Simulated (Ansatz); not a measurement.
C$_{2}$H$_{6}$BClSi, SMILES `B/C([SiH3])=C\Cl` from Hartree–Fock to CCSD(T)

```xyz
11

B    -0.250    0.593   -1.551
C     0.221    0.077   -0.178
Si   -1.058   -0.453    1.080
C     1.508   -0.022    0.185
Cl    2.868    0.391   -0.778
H    -1.422    0.634   -1.796
H     0.529    0.957   -2.379
H    -0.386   -0.914    2.326
H    -1.885   -1.559    0.532
H    -1.958    0.685    1.403
H     1.833   -0.388    1.155
```

Total charge 0; spin multiplicity 1. Geometry: relaxed with PBE0-D4/def2-TZVP. Frozen core, restricted reference, the Gaussian-basis code of Ansatz. CBS rows extrapolate triple and quadruple zeta; past MP2 they add the triple-zeta difference.

| basis | HF (Eh) | MP2 corr. | CCSD corr. | (T) | CCSD(T) total |
| --- | --- | --- | --- | --- | --- |
| def2-TZVPP | ? | -0.73455 | -0.79336 | ? | ? |
| def2-QZVPP | ? | -0.78950 | – | – | – |
| CBS(def2) | ? | -0.83021 | -0.88901 | as TZ | ? |

**Question.** Fill in the withheld values. (Best estimate.)

**Answer.** The calculation gave: def2-TZVPP HF (Eh): -852.36488; def2-TZVPP (T): -0.03586; def2-TZVPP CCSD(T) total: -853.19410; def2-QZVPP HF (Eh): -852.39120; CBS(def2) HF (Eh): -852.39483; CBS(def2) CCSD(T) total: -853.31970.
